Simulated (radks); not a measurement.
Excited configurations of Cu3+: one electron is placed in a higher orbital outside [Ar] 3d7. The ground configuration is [Ar] 3d8. All-electron calculation, non-relativistic Kohn-Sham, r2SCAN, spin-unpolarised, spherical densities, point nucleus; meta-GGA in the generalised Kohn-Sham scheme. Program: a radial shooting solver on a logarithmic mesh with Libxc functionals. Excitation = E - E(ground); binding = E(ion) - E, where the ion is the core of charge +4; n* = 4/sqrt(2 binding) in atomic units, and the quantum defect is n - n*.

\begin{tabular}{lrrrrrr}
outer orbital & excitation (eV) & binding (eV) & n* & quantum defect & eigenvalue (eV) & <r> (bohr) \\ \hline
4s & 18.936 & 41.371 & 2.294 & 1.706 & -36.592 & 2.033 \\
4p & 27.634 & 32.672 & 2.581 & 1.419 & -28.410 & 2.324 \\
4f & 46.893 & 13.414 & 4.029 & -0.029 & -11.308 & 4.447 \\
5s & 40.345 & 19.961 & 3.302 & 1.698 & -17.806 & 4.154 \\
5p & 43.492 & 16.815 & 3.598 & 1.402 & -14.933 & 4.671 \\
5f & 51.525 & 8.781 & 4.979 & 0.021 & -7.629 & 7.728 \\
6s & 48.508 & 11.799 & 4.295 & 1.705 & -10.590 & 6.995 \\
6p & 49.990 & 10.317 & 4.594 & 1.406 & -9.235 & 7.741 \\
6d & 52.256 & 8.051 & 5.200 & 0.800 & -7.128 & 9.464 \\
6f & 54.145 & 6.162 & 5.944 & 0.056 & -5.427 & 11.76 \\
7s & 52.513 & 7.794 & 5.285 & 1.715 & -7.025 & 10.58 \\
\end{tabular}

The Delta-SCF ionisation energy is 60.307 eV (NIST Atomic Spectra Database: 57.38 eV, semi-empirical). Self-interaction in the functional shifts the binding energies and quantum defects, so they are the method's values and not measured ones. Spin polarisation and multiplet splitting are left out, so open shells lie too high by an amount that depends on their filling.

Beside tabulated values, note that spin-unpolarised runs miss the spin-polarisation part of the exchange energy of open shells.
